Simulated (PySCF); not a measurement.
Gas-phase reaction: GaBr + 2 HBr + 2 F = GaBr3 + 2 HF

Computed with PySCF (xtb for GFN2) and rigid-rotor harmonic-oscillator thermochemistry at 1 bar. † marks an energy on the PBE0/def2-TZVP geometry and frequencies; other levels use their own. MP2 and CCSD(T) freeze the core. 6-31G* has spherical d functions here. Open shells (unrestricted): F (multiplicity 2, electronic degeneracy 6); the rest are closed-shell singlets. GFN2 has no spin-polarisation term. Spin-orbit splitting is ignored; it lowers the true energy and changes the entropy of F. B3LYP is the form with VWN-RPA correlation. Br, Ga: all electrons, no relativistic terms. MP2 isn't extrapolated to the basis-set limit; its ΔH°(298 K) is -916.6 kJ in def2-SVP and -986.7 kJ in def2-TZVPP. CCSD(T) isn't extrapolated to the basis-set limit; its ΔH°(298 K) is -837.4 kJ in def2-SVP and -905.1 kJ in def2-TZVPP. The harmonic model lacks anharmonicity and excited electronic states, which grow with temperature; levels with a mode under 35 cm⁻¹ are left out. Soft modes under 120 cm⁻¹ make the harmonic entropy rough for GaBr3.

| level | ΔE electronic, kJ | ΔH°(298 K), kJ | ΔS°(298 K), J/K | ΔG°(800 K), kJ |
|---|---|---|---|---|
| B3LYP/def2-TZVP† | -867 | -847 | -262 | -637 |
| BLYP/def2-TZVP† | -864 | -843 | -262 | -634 |
| CCSD(T)/def2-TZVPP† | -925 | -905 | -262 | -696 |
| GFN2-xTB | -774 | -755 | -254 | -552 |
| HF/6-31G* | -599 | -579 | -265 | -367 |
| MP2/def2-TZVPP† | -1007 | -987 | -262 | -777 |
| PBE0/def2-QZVP† | -916 | -896 | -262 | -687 |
| PBE0/def2-SVP† | -879 | -858 | -262 | -649 |
| PBE0/def2-TZVP | -905 | -885 | -262 | -676 |
| ωB97X-V/def2-TZVP† | -919 | -899 | -262 | -690 |
ΔH° is lowest at MP2/def2-TZVPP† and highest at HF/6-31G*. No reference value is set beside these.
